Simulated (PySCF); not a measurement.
A GIAO shielding run with PySCF (density fitting, non-relativistic, gas phase) on `CC(S[SiH3])=C1C=CC=C1`, C₇H₁₀SSi:

```
$ OMP_NUM_THREADS=1 python probes_run.py task.json out

{"job": {"kind": "nmr", "xc": "PBE0", "basis": "pcSseg-1"}, "charge": 0, "multiplicity": 1}
C      0.252246    -2.278600    -1.056190
C      0.482654    -1.073041    -0.207431
S      2.178553    -0.868882     0.228099
Si     2.613576     1.227664    -0.093712
C     -0.498636    -0.231825     0.189421
C     -1.883684    -0.267833    -0.259037
C     -2.550383     0.733510     0.351297
C     -1.644668     1.429897     1.235527
C     -0.421139     0.869952     1.133788
H      0.432603    -2.030104    -2.103445
H     -0.763266    -2.650340    -0.953608
H      0.955344    -3.061861    -0.779243
H      3.881315     1.173627    -0.809712
H      1.520686     1.750287    -0.894137
H      2.771309     1.881159     1.198621
H     -2.275091    -0.955129    -0.984739
H     -3.587380     0.986620     0.222973
H     -1.926773     2.251789     1.868886
H      0.452931     1.122359     1.705180
```

Hardware: 1 thread of an Arm Neoverse N1, shared host. The job also computes population analyses, field gradients, ring-centre shieldings.

Q: How large is the calculation?

A: 82 electrons, 217 basis functions and 1167 auxiliary functions.

Q: How long does it take, and how much memory does it need?

A: 92 s of wall time, with 14 SCF cycles and 5 response iterations; peak memory 1.1 GiB. Times on a shared host scatter by some tens of per cent.
